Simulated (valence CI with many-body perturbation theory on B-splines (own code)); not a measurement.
# Which ion has this spectrum?

A relativistic CI+MBPT calculation for an atom or ion with 13 electrons gives these levels (eV):

| J | Parity | E | g |
| --- | --- | --- | --- |
| 1/2 | odd | 0.00 | 0.66 |
| 1/2 | even | 113.57 | 2.25 |
| 3/2 | odd | 115.34 | 1.33 |
| 3/2 | even | 208.85 | 1.66 |
| 5/2 | even | 221.38 | 1.36 |
| 3/2 | even | 238.11 | 0.94 |
| 1/2 | even | 246.22 | 1.20 |
| 3/2 | even | 285.62 | 0.84 |
| 5/2 | even | 302.83 | 1.25 |
| 5/2 | even | 338.76 | 1.36 |
| 3/2 | odd | 352.62 | 1.23 |
| 1/2 | even | 362.06 | 1.86 |
| 3/2 | odd | 366.63 | 0.55 |
| 3/2 | even | 367.23 | 1.20 |

The energies are calculated, and their last digits are not significant.

**Question.** Which is it?
A. Cs42+
B. Pr46+
C. Nd47+
D. Ce45+

**Answer.** D. Ce45+, ground level (3s^2 3p1/2) J=1/2.
